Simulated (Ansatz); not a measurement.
# Worked example: Si(OH)2 + C2H6Si → Si2H4O2 + C2H4

Species: Si(OH)2, singlet; C2H6Si (vinylsilane) `C=C[SiH3]`, singlet; Si2H4O2 `O[Si]O[SiH3]`, singlet; C2H4 (ethylene) `C=C`, singlet. The partners trade H for SiH3: O–H and C–SiH3 bonds give way to O–SiH3 and C–H.

Shapes, held fixed at every level: PBE0-D4/def2-TZVP. Flexible molecules stand in one conformer, not always the lowest. Programs: Ansatz 0.2.0. The zero-point and thermal change to 298 K, harmonic and unscaled (PBE0-D4/def2-TZVP), is +1.7 kJ/mol.

At CCSD(T)/CBS estimate; 1 Eh = 2625.50 kJ/mol:

| species | energy (Eh) |
| --- | --- |
| Si(OH)2 | -440.697262 |
| C2H6Si | -368.760771 |
| Si2H4O2 | -731.014001 |
| C2H4 | -78.481111 |

Problem. Work out ΔH(298 K) of the reaction at this level.

Solution. 
1. Products less reactants: (-731.014001) + (-78.481111) − [(-440.697262) + (-368.760771)] = -0.037079 Eh = -97.4 kJ/mol.
2. With the thermal change: -97.4 + (+1.7) = -95.7 kJ/mol.

Other levels give -108.2 (HF/def2-SVP) to -79.4 kJ/mol (SPW92/def2-TZVPP). No measured value is set beside it here. The CBS estimate extrapolates MP2 from def2-TZVPP and def2-QZVPP and adds CCSD(T) − MP2 in the triple-zeta set, cores frozen.
